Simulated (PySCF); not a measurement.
Vibration and rotation of TlH⁺

PBE constants of TlH⁺, ²Σ⁺ (doublet), unpaired electrons σ ↑ (Tl def2-SVPD with ECP60, H def2-SVPD; scalar-relativistic core potentials (PySCF 2.14); masses 204.9744 and 1.0078 u):

```
ωe   : 286.7 cm⁻¹
ωexe : 19.9 cm⁻¹
Be   : 2.4055 cm⁻¹
αe   : 0.120 cm⁻¹
```

**Question.** What force constant and bond length do these constants imply?

**Answer.** Reduced mass μred = 1.0029 u; k = 5.8918×10⁻⁷·μred·ωe² (u, cm⁻¹, mdyn/Å) = 0.0486 mdyn/Å; Re = √(16.8576/(μred·Be)) (u, cm⁻¹, Å) = 2.643 Å.

**Question.** Estimate the centrifugal constant D from the Kratzer relation and find the Dunham coefficient a1.

**Answer.** D = 4Be³/ωe² = 0.000677 cm⁻¹; a1 = −1 − αeωe/(6Be²) = -1.99.

Spin–orbit coupling is left out. The state was picked by a PBE0 search and need not be the measured ground state.
